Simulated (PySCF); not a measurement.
**Electric field gradients and quadrupole coupling constants**

Compound: C6H9PS.
Structure used (GFN2-xTB), in Å, numbered top down from 1:
```xyz
17
C6H9PS angstrom
C     -1.4429    0.3355   -1.2587
C     -0.7532    0.6068    0.0787
C     -1.5038   -0.0648    1.2291
C      0.6841    0.1516    0.0402
C      1.0548   -1.1370   -0.1569
S      2.7325   -1.4881   -0.1728
C      3.2152    0.1331    0.0985
P      2.0083    1.3225    0.2601
H     -1.4920   -0.7333   -1.4543
H     -0.8955    0.8101   -2.0705
H     -2.4563    0.7306   -1.2467
H     -0.7511    1.6897    0.2533
H     -1.5549   -1.1405    1.0771
H     -2.5182    0.3225    1.2935
H     -0.9992    0.1270    2.1739
H      0.3918   -1.9704   -0.3071
H      4.2735    0.3167    0.1527
```

Field gradients from the PBE0/pcSseg-1 density (PySCF, non-relativistic), principal values in atomic units, ordered |Vxx| ≤ |Vyy| ≤ |Vzz|:

```
atom      Vxx      Vyy     Vzz
  S6  -0.4905  -1.2405  1.7310
```

Q: Find the asymmetry η = (Vxx − Vyy)/Vzz and the couplings χ = eQV/h (234.96 MHz × Q in barn × V in au), with Q(33S) = −0.0678 b.

A: 
```json
{"atom": "S6", "environment": "thiophene-type sulfur", "nucleus": "33S", "η": "0.43", "χzz (MHz)": "-27.58", "χxx (MHz)": "7.81", "χyy (MHz)": "19.76"}
```

The tensor is traceless: Vxx + Vyy + Vzz = 0.

Q: What is Vzz at S6 in SI units (1 au = 9.71736 × 10²¹ V/m²)?

A: 1.7310 au = 16.820 × 10²¹ V/m².

Q: And the gradient at the other heavy atoms, for which no coupling is worked out here?

A: 
| atom | environment | Vzz (au) | η |
| --- | --- | --- | --- |
| C1 | methyl carbon | 0.068 | 0.23 |
| C2 | benzylic-type carbon | 0.072 | 0.94 |
| C3 | methyl carbon | 0.068 | 0.23 |
| C4 | substituted aromatic carbon | 0.259 | 0.17 |
| C5 | aromatic CH next to a ring sulfur | -0.238 | 0.15 |
| C7 | aromatic CH next to a ring sulfur | -0.271 | 0.00 |
| P8 | phosphorus bonded to 2 C | -1.151 | 0.03 |

Q: What couplings would deuterons (Q(2H) = 0.00286 b) have in place of the hydrogens, at this geometry?

A: 
| atom | bonded to | bond length (Å) | Vzz (au) | η | χzz (kHz) |
| --- | --- | --- | --- | --- | --- |
| H9 | C1 | 1.088 | 0.3155 | 0.03 | 212 |
| H10 | C1 | 1.088 | 0.3132 | 0.02 | 210 |
| H11 | C1 | 1.088 | 0.3154 | 0.02 | 212 |
| H12 | C2 | 1.097 | 0.2886 | 0.03 | 194 |
| H13 | C3 | 1.088 | 0.3155 | 0.03 | 212 |
| H14 | C3 | 1.088 | 0.3155 | 0.02 | 212 |
| H15 | C3 | 1.088 | 0.3131 | 0.02 | 210 |
| H16 | C5 | 1.075 | 0.3388 | 0.09 | 228 |
| H17 | C7 | 1.075 | 0.3427 | 0.09 | 230 |

Geometry: GFN2-xTB, one conformer, isolated molecule. GFN2-xTB bond lengths can be off by several hundredths of an ångström, more for odd bonds, and the gradients follow them. The basis is small and wasn't made for field gradients, so the couplings can be 20 % off.
